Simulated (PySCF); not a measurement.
Field gradients from PBE0/pcSseg-1 densities (PySCF, non-relativistic) at GFN2-xTB geometries, isolated species, one conformer each; χzz is the principal value of largest magnitude, with Q(14N) = 0.02044 b, Q(35Cl) = −0.0817 b. GFN2-xTB bond lengths can be off by several hundredths of an ångström, more for odd bonds, and the gradients follow them. With a basis this small, the couplings can be 20 % off.

Question: Rank these 14N sites by the size of the quadrupole coupling, smallest first.
A. N7 (nitrile nitrogen) in `[CH3:1][c:2]1[cH:3][p:4][c:5]([C:6]#[N:7])[n:8]1[CH3:9]`
B. The nitrogen bridging silicon atoms of `C/C=C/[Si@H]1CC[SiH2]N1`
C. The nitrogen bridging silicon atoms of `CCC1=C[C@H]1N([SiH3])[SiH3]`
D. The cyano nitrogen of `CCCC[SiH2][SiH2]C#N`
E. The nitrogen bonded to 2 C of `CC#[N+]CC(F)F`
F. The silicon-bound nitrogen of `CCN[Si@H]1C=CC[SiH2]1`

Answer: E (0.510 MHz), B (3.522 MHz), C (3.794 MHz), A (4.482 MHz), F (4.993 MHz), D (5.463 MHz).

Question: Rank these 35Cl sites by the size of the quadrupole coupling, smallest first.
A. Cl3 (chlorine bonded to C) in `[O:1]=[C:2]([Cl:3])[c:4]1[s:5][cH:6][cH:7][c:8]1[Cl:9]`
B. The aryl chlorine of `CC(C)c1ccpc(Cl)p1`
C. Cl7 (alkyl chlorine) in `[F:1][C@:2]1([Cl:3])[CH:4]=[C:5]1[CH2:6][Cl:7]`

Answer: A (62.17 MHz), B (75.89 MHz), C (80.72 MHz).

All sites together:

| nucleus | site | Vzz (au) | η | χzz (MHz) |
| --- | --- | --- | --- | --- |
| 14N | the nitrogen bridging silicon atoms of C/C=C/[Si@H]1CC[SiH2]N1 | -0.733 | 0.41 | -3.522 |
| 14N | the nitrogen bonded to 2 C of CC#[N+]CC(F)F | 0.106 | 0.29 | 0.510 |
| 14N | N7 (nitrile nitrogen) in [CH3:1][c:2]1[cH:3][p:4][c:5]([C:6]#[N:7])[n:8]1[CH3:9] | -0.933 | 0.34 | -4.482 |
| 14N | the nitrogen bridging silicon atoms of CCC1=C[C@H]1N([SiH3])[SiH3] | -0.790 | 0.49 | -3.794 |
| 14N | the silicon-bound nitrogen of CCN[Si@H]1C=CC[SiH2]1 | -1.040 | 0.34 | -4.993 |
| 14N | the cyano nitrogen of CCCC[SiH2][SiH2]C#N | -1.137 | 0.02 | -5.463 |
| 35Cl | the aryl chlorine of CC(C)c1ccpc(Cl)p1 | 3.953 | 0.09 | -75.89 |
| 35Cl | Cl7 (alkyl chlorine) in [F:1][C@:2]1([Cl:3])[CH:4]=[C:5]1[CH2:6][Cl:7] | 4.205 | 0.03 | -80.72 |
| 35Cl | Cl3 (chlorine bonded to C) in [O:1]=[C:2]([Cl:3])[c:4]1[s:5][cH:6][cH:7][c:8]1[Cl:9] | 3.238 | 0.20 | -62.17 |
